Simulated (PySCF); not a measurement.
**CeS2: from structure and modes to constants**

Method: PBE0/[Ce def2-SVP with ECP28, S def2-SVP], scalar-relativistic core potentials, density fitting, no spin–orbit coupling, PySCF.

The singlet minimum has C2v symmetry. Masses (u): Ce 139.90544, S 31.97207.

```xyz
3
charge 0 multiplicity 1, angstrom
Ce    0.0000    0.0000   -0.3204
S     2.0886    0.0000    0.6855
S    -2.0886    0.0000    0.6855
```

Harmonic wavenumbers (cm⁻¹): 56.3 (a1, ×1), 465.2 (a1, ×1), 479.8 (b2, ×1).

Problem. Find the principal moments of inertia and the rotational constants. What kind of rotor is it?

Solution. About the centre of mass I = 44.407, 278.93, 323.34 u Å². With B = 16.8576/I this gives 0.3796, 0.06044, 0.05214 cm⁻¹. The molecule is an asymmetric top with κ = -0.95.

Problem. What is the harmonic zero-point energy?

Solution. Half the sum of all 3 wavenumbers, 1001/2 = 501 cm⁻¹, which is 6.0 kJ/mol (1 cm⁻¹ = 0.0119627 kJ/mol).

Problem. Find the vibrational entropy and heat capacity at 298.15 K.

Solution. With u = 1.43878 ω/T, each mode gives S = R[u/(eᵘ−1) − ln(1−e⁻ᵘ)] and C = R u² eᵘ/(eᵘ−1)².
| ω (cm⁻¹) | u | S (J/(mol K)) | C (J/(mol K)) |
| --- | --- | --- | --- |
| 56.3 | 0.272 | 19.17 | 8.26 |
| 465.2 | 2.245 | 3.14 | 5.55 |
| 479.8 | 2.316 | 2.97 | 5.42 |
The sums over all modes are S = 25.3 and C = 19.2 J/(mol K); the softest mode gives 76 % of the entropy.

Stability towards spin polarisation was not tested. Only a few start shapes were tried, so a lower isomer may exist.
